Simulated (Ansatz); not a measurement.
Tuning the range parameter of LC-ωPBE so that −HOMO meets the ionisation energy; basis def2-TZVPD, Ansatz. System: the cluster GaAs2⁻ (the lowest singlet isomer of a short search). The state is a singlet with charge -1. Geometry: PBE-D4/def2-TZVPD. The ionised state is a doublet.

Geometry of the singlet:

```xyz
3

Ga   -1.122   -0.507   -0.937
As    0.143   -0.394    1.319
As    0.979    0.901   -0.382
```

The structure comes from a short search, and lower isomers may exist.

```csv
ω (1/bohr),HOMO (eV),LUMO (eV),vertical IE (eV),HOMO + IE (eV)
0.1,-0.90,2.52,1.98,1.09
0.15,-1.37,3.00,1.98,0.61
0.2,-1.73,3.33,1.99,0.27
0.3,-2.23,3.64,2.07,-0.16
```

**Question.** Where does the tuning condition hold?

**Answer.** Near ω = 0.26 bohr⁻¹, by linear interpolation.
